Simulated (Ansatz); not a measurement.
Ansatz results at the PBE0-D4/def2-TZVP geometry: HOMO–LUMO gap (ωB97M-V/def2-TZVPP) 13.11 eV; HOMO–LUMO gap (PBE/def2-TZVPP) 6.75 eV; LUMO energy (B3LYP/def2-TZVPP) 0.22 eV.

Each molecule was computed in one conformer, which needn't be the lowest.

Q: Which molecule gave them?
A. `OCBO[SiH3]`
B. `CCB(F)S`
C. `COBO[SiH3]`
D. `CO[SiH2]BO`

A: C. The others give `CO[SiH2]BO`: 10.92, 4.51, -1.18; `CCB(F)S`: 11.99, 5.62, -0.43; `OCBO[SiH3]`: 11.98, 4.90, -0.47.

B3LYP here is the variant with VWN-RPA as its local correlation; programs differ in this.
